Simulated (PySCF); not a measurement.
## Which is lower?

The two ends of one reaction step of CH$_{7}$BrSi, closed shell (PBE0-D4/def2-TZVP).

A:

```xyz
10
angstrom
Si -0.3790 -0.3745 -0.9498
H 0.4833 0.7950 -1.3045
H -0.1500 -1.4152 -1.9862
H -1.7928 0.0779 -1.0259
C 0.0461 -1.0002 0.7569
H 0.6692 2.2380 0.0120
Br 0.6815 3.0746 1.1680
H -0.5885 -1.8483 1.0231
H -0.0989 -0.2176 1.5047
H 1.0869 -1.3274 0.8027
```

B:

```
10
angstrom
Si -0.9365 0.2893 -0.0281
H 2.4428 0.5771 -2.4314
H -0.6864 -0.0778 -1.4428
H -2.3857 0.5280 0.1759
C -0.2770 -0.9925 1.1442
H 2.1084 0.9920 -1.9081
Br 0.0973 2.2328 0.3312
H -0.7844 -1.9464 0.9749
H -0.4431 -0.6916 2.1803
H 0.7942 -1.1387 0.9933
```

PySCF 2.14 with density fitting (its default auxiliary sets; JK sets also for MP2 and CCSD(T)); basis: def2-TZVPP; cores frozen in the correlated methods. Filled d shells of the heavier atoms are correlated. The def2 sets are not built for correlating such inner shells, so the correlated values are less sure here. B3LYP uses VWN-RPA correlation.

(1) Which structure is lower at CCSD(T), and by how much? (To be estimated.)

The T1 diagnostic stays at or below 0.008.

Answers

(1) By the calculation: B, by 69.1 kJ/mol (electronic energy, against the other). By their contacts, A is a complex of CH₆Si ([CH3][SiH3]) + HBr and B is a complex of CH₅BrSi ([CH3][SiH2][Br]) + H₂.

All methods give the same order:

```tsv
method	E(B) − E(A) (kJ/mol)
SPW92	-62.6
PBE-D4	-72.1
r2SCAN-D4	-77.3
PBE0-D4	-73.3
B3LYP-D4	-70.8
BHLYP-D4	-72.8
wB97M-V	-75.2
HF	-70.4
MP2	-79.5
CCSD	-67.4
CCSD(T)	-69.1
```

Labels in which every atom is bracketed show which atoms are joined, not bond orders.

For scale, one of the runs: CCSD(T)/def2-TZVPP, 219 basis functions, launched by `OMP_NUM_THREADS=4 python run.py`. The run took 18 min on 4 CPU threads of an AMD EPYC (shared host), with 3.9 GiB of host memory at its peak.
